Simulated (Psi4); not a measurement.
Psi4 was given this input:
```
memory 2 GB

molecule mol {
0 3
  F    -0.887484    1.443104    0.284116
  S     0.000000   -0.000000   -0.000000
  F    -1.007418   -0.354655   -1.345447
  F     1.007418    0.354655    1.345447
  F     0.887484   -1.443104   -0.284116
}

set basis sto-3g
set reference uhf

energy('mp2')
print_variables()
```

Problem. Predict the MP2 correlation energy from MP2/STO-3G (Psi4).

Solution. -0.1351 Eh

Problem. Estimate the SCF-reference <S^2> that MP2/STO-3G returns for this input.

Solution. 2.071

These values belong to the state on which the SCF converged, which isn't shown to be the lowest.
